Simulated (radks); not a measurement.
Valence configurations of Pb. Calculated with a radial shooting solver on a logarithmic mesh with Libxc functionals: scalar-relativistic Kohn-Sham, PBE, spin-unpolarised, spherical densities, point nucleus. Energies are relative to [Hg] 6p2; eigenvalues in eV.

| valence | E (eV) | e(4f) | e(5d) | e(6p) | e(6s) |
|---|---|---|---|---|---|
| [Hg] 6p2 | 0.000 | -132.89 | -21.177 | -3.498 | -12.040 |
| [Xe] 4f14 5d10 6s1.5 6p2.5 | 4.320 | -133.82 | -22.043 | -3.868 | -12.608 |
| [Xe] 4f14 5d10 6s1 6p3 | 8.737 | -134.72 | -22.874 | -4.218 | -13.144 |
| [Xe] 4f14 5d10 6p4 | 17.835 | -136.43 | -24.448 | -4.872 | - |
| [Xe] 4f14 5d9 6s2 6p3 | 19.325 | -138.81 | -25.514 | -4.543 | -14.051 |
| [Xe] 4f14 5d8 6s2 6p4 | 41.920 | -144.77 | -29.757 | -5.530 | -15.934 |
| [Xe] 4f13 5d10 6s2 6p3 | 138.46 | -152.15 | -27.190 | -4.564 | -14.218 |
| [Xe] 4f12.5 5d10 6s1 6p4.5 | 224.95 | -163.72 | -31.810 | -5.721 | -16.235 |
| [Xe] 4f12 5d10 6s2 6p4 | 295.44 | -172.06 | -33.392 | -5.596 | -16.320 |
| [Xe] 4f12 5d10 6s1 6p5 | 306.32 | -173.72 | -34.898 | -6.216 | -17.245 |

NIST lists [Hg] 6p2 as the ground configuration; this level of theory agrees among the configurations tried. The energies are those of spherical spin-averaged densities, not of single terms.
